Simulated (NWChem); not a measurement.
System: FeCl₃, sextet; SMILES [Fe]([Cl])([Cl])[Cl]

The following NWChem deck was run.

```
start job
memory heap 200 mb stack 700 mb global 900 mb
geometry units angstroms noautoz
  Fe     0.013385     0.047694     0.029102
  Cl     2.078120    -0.255914    -0.458698
  Cl    -0.800137    -0.799050     1.821997
  Cl    -1.237797     1.193815    -1.279878
end
basis spherical
  * library def2-svp
end
dft
  odft
  mult 6
  xc r2scan
  grid xfine
  iterations 150
  mulliken
end
task dft gradient
```

Output (shortened):

```
             Northwest Computational Chemistry Package (NWChem) 7.3.0
             --------------------------------------------------------

 C3H symmetry detected

                             Geometry "geometry" -> ""
                             -------------------------

 Output coordinates in angstroms (scale by  1.889725989 to convert to a.u.)

  No.       Tag          Charge          X              Y              Z
 ---- ---------------- ---------- -------------- -------------- --------------
    1 Fe                  26.0000    -0.00000000    -0.00000000    -0.00000000
    2 Cl                  17.0000     1.98605260     0.80535182     0.00000000
    3 Cl                  17.0000    -0.29557117    -2.12264791     0.00000000
    4 Cl                  17.0000    -1.69048143     1.31729610     0.00000000

 Effective nuclear repulsion energy (a.u.)     451.0115756322

      Symmetry information
      --------------------

 Group name             C3h
 Group number             22
 Group order               6
 No. of unique centers     2

                                 NWChem DFT Module
                                 -----------------

 Summary of "ao basis" -> "ao basis" (spherical)
 ------------------------------------------------------------------------------
       Tag                 Description            Shells   Functions and Types
 ---------------- ------------------------------  ------  ---------------------
 Fe                         def2-svp                11       31   5s3p2d1f
 Cl                         def2-svp                 8       18   4s3p1d

      Symmetry analysis of basis
      --------------------------

        a'         22
        e'+        19
        e'-        19
        a"          9
        e"+         8
        e"-         8

  Rotation of axis

            General Information
            -------------------
          SCF calculation type: DFT
          Wavefunction type:  spin polarized.
          No. of atoms     :     4
          No. of electrons :    77
           Alpha electrons :    41
            Beta electrons :    36
          Charge           :     0
          Spin multiplicity:     6
          Use of symmetry is: on ; symmetry adaption is: on
          Maximum number of iterations: 150
          AO basis - number of functions:    85
                     number of shells:    35
          Convergence on energy requested:  1.00D-06
          Convergence on density requested:  1.00D-05
          Convergence on gradient requested:  5.00D-04

              XC Information
              --------------
                      r^2SCAN Method XC Functional
               r^2SCAN metaGGA Exchange Functional  1.000
                     r^2SCAN Correlation Potential  1.000

             Grid Information
             ----------------
          Grid used for XC integration:  xfine
          Radial quadrature: Mura-Knowles
          Angular quadrature: Lebedev.
          Tag              B.-S. Rad. Rad. Pts. Rad. Cut. Ang. Pts.
          ---              ---------- --------- --------- ---------
          Fe                  1.40      160          10.0      1454
          Cl                  1.00      125          10.0      1454
          Grid pruning is: on
          Number of quadrature shells:   285
          Spatial weights used:  Erf1

      Superposition of Atomic Density Guess
      -------------------------------------

 Sum of atomic energies:       -2640.09387226

      Non-variational initial energy
      ------------------------------

 Total energy =   -2639.634000
 1-e energy   =   -4549.268658
 2-e energy   =    1458.623083
 HOMO         =      -0.261913
 LUMO         =      -0.221234

   Symmetry analysis of molecular orbitals - initial alpha
   -------------------------------------------------------

  Numbering of irreducible representations:

     1 a'          2 e'+         3 e'-         4 a"          5 e"+
     6 e"-

  Orbital symmetries:

     1 a'          2 a'          3 e'+         4 e'+         5 a'
     6 e'+         7 e'+         8 a"          9 a'         10 e'+
    11 e'+        12 a'         13 e'+        14 e'+        15 a"
    16 e'+        17 e'+        18 a'         19 e"+        20 e"+
    21 a'         22 e'+        23 e'+        24 a"         25 a'
    26 e'+        27 e'+        28 a'         29 e'+        30 e'+
    31 e'+        32 e'+        33 e"+        34 e"+        35 a"
    36 a'         37 a'         38 e"+        39 e"+        40 e'+
    41 e'+        42 a'         43 a"         44 a'         45 e'+
    46 e'+        47 e'+        48 e'+        49 a'         50 e'+
    51 e'+

   Symmetry analysis of molecular orbitals - initial beta
   ------------------------------------------------------

  Numbering of irreducible representations:

     1 a'          2 e'+         3 e'-         4 a"          5 e"+
     6 e"-

  Orbital symmetries:

[...]

                         DFT ENERGY GRADIENTS

    atom               coordinates                        gradient
                 x          y          z           x          y          z
   1 Fe     -0.000000  -0.000000  -0.000000    0.000000  -0.000000  -0.000000
   2 Cl      3.753095   1.521894   0.000000   -0.000356  -0.000144   0.000000
   3 Cl     -0.558549  -4.011223   0.000000    0.000053   0.000381   0.000000
   4 Cl     -3.194547   2.489329   0.000000    0.000303  -0.000236   0.000000
```

Level: r2SCAN/def2-SVP, spin-unrestricted. The geometry was optimised at B3LYP/6-31G* (spherical d), spin-unrestricted. No stability test was run on the SCF state.
